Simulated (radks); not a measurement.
The numbers below are computed, except where a source is named.
Problem. These are the eigenvalues of the occupied orbitals of an atom or ion with whole-number occupations (eV). Code: a radial shooting solver on a logarithmic mesh with Libxc functionals. Model: scalar-relativistic Kohn-Sham, LB94 model potential, spin-polarised, spherical densities, finite nucleus; Fermi nuclear charge, rms radius of each element as measured or else 0.836 A^(1/3) + 0.57 fm.

orbital  eigenvalue
1s up     -26673.41
1s down   -26673.36
2s up     -3986.303
2s down   -3986.274
2p up     -3583.432
2p down   -3583.410
3s up     -761.2993
3s down   -761.2781
3p up     -628.5973
3p down   -628.5788
3d up     -420.1717
3d down   -420.1510
4s up     -121.4943
4s down   -121.4278
4p up      -82.6148
4p down    -82.5999
4d down    -27.6600
4d up      -27.4750
5s up      -19.0963

Which element is it, and in what charge state? The configuration may be excited. Open shells, if any, are filled with parallel spins first.

Solution. Z = 48, cadmium, charge +1: Cd+ in [Kr] 4d10 5s1. The list shows which subshells hold electrons but not how many an open one holds; the 1s level, -980.23 hartree, gives Z - s = 44.3 by -(Z - s)^2/2, which with screening and relativity narrows Z to a few neighbours, and the depths of the outer levels then fix element, charge and occupations together.
